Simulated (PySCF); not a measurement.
Dipole response of La (lanthanum, neutral)

[Xe] 5d2 6s1, high-spin 4F determinant (an excited configuration). All numbers are calculated (PySCF 2.14, scalar relativity through the core potential, in def2-QZVPPD with the def2 core potential (46 electrons)). Coupled (time-dependent) response in atomic units; α is the mean over directions.

| method | mean α (bohr³) | C₆ (like pair) | S(−4) |
| --- | --- | --- | --- |
| HSE06 | 200.0 | 3083 | 27320 |

S(−4) is the Cauchy moment in α(ω) = α(0) + S(−4) ω² + …

Spin-orbit coupling is absent.

α(iu) at HSE06:

```tsv
u (hartree)	α(iu) (bohr³)
0	200.0
0.0500	152.1
0.100	95.83
0.200	47.95
0.300	30.75
0.500	17.08
0.750	10.38
1.00	7.079
1.50	3.899
2.00	2.444
3.00	1.199
5.00	0.4596
```

Energies and moments cover only the electrons outside the core potential. Spin-orbit coupling, absent here, splits the open shell strongly.
